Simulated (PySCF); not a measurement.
C₈H₇F.
InChI=1S/C8H7F/c1-2-7-4-3-5-8(9)6-7/h2-6H,1H2

Method: TDDFT B3LYP/def2-SVPD, vertical, gas phase, core orbitals frozen in the response in PySCF. One conformer (not necessarily the lowest) at the GFN2-xTB geometry, without solvent, vibrations or thermal averaging. Torsions of this conformer, `[CH2:1]=[CH:2][c:3]1[cH:4][cH:5][cH:6][c:7]([F:8])[cH:9]1`: C1–C2–C3–C4 180°.

Computed states:

```csv
state,E (eV),f
S1,4.72,0.132
S2,5.02,0.231
S3,5.85,0.185
S4,6.37,0.0056
S5,6.42,0.150
S6,6.54,0.286
S7,6.77,0.0064
S8,6.96,0.0024
```

Broadening: Gaussians 0.3 eV wide at half height, area fixed by f = 4.319×10⁻⁹ ∫ε dν̃. The width is an assumption, not a result. The curve ends short of the highest state used, and states not computed would add to its high-energy end.

Question: What does the envelope look like, and where are its maxima?

Answer: 
(E (eV), ε (L mol⁻¹ cm⁻¹)): (4.27, 25), (4.32, 93), (4.36, 235), (4.41, 654), (4.46, 1559), (4.51, 3188), (4.56, 5603), (4.61, 8484), (4.66, 11156), (4.71, 12971), (4.75, 13730), (4.80, 14346), (4.85, 15491), (4.90, 17636), (4.95, 20133), (5.00, 21509), (5.05, 20516), (5.09, 17912), (5.14, 13253), (5.19, 8434), (5.24, 4607), (5.29, 2159), (5.34, 872), (5.39, 321), (5.44, 173), (5.48, 254), (5.53, 663), (5.58, 1649), (5.63, 3548), (5.68, 6547), (5.73, 10358), (5.78, 14047), (5.82, 16043), (5.87, 16490), (5.92, 14534), (5.97, 11003), (6.02, 7217), (6.07, 4305), (6.12, 2883), (6.17, 3205), (6.21, 4830), (6.26, 8696), (6.31, 14518), (6.36, 21668)

Maxima: 248 nm (5.01 eV), ε about 22000, made up of S2 (96%); 212 nm (5.85 eV), ε about 17000, made up of S3 (100%) (ε in L mol⁻¹ cm⁻¹; maxima over ε = 5, shares over 10%). At its high-energy end, 6.36 eV, the curve is still rising (ε about 22000, from S5 and S6).

Question: On this curve, what absorbance would a 10⁻⁴ mol/L sample give at 248 nm over a 1 cm path?

Answer: 248 nm is 4.999 eV, where ε is about 22000 L mol⁻¹ cm⁻¹, so A = ε c l ≈ 2.2 (Beer–Lambert, with the gas-phase spectrum and the assumed width).

Question: What would ε be at 5.01 eV, the highest of these maxima, with half the width (0.15 eV)?

Answer: About 41100 L mol⁻¹ cm⁻¹ against 21500, a factor of about 1.9; a lone state at its own centre would give exactly 2.

Question: Coming from long wavelengths, where does ε first pass 100 L mol⁻¹ cm⁻¹?

Answer: At about 287 nm (4.32 eV), 0.39 eV below S1.
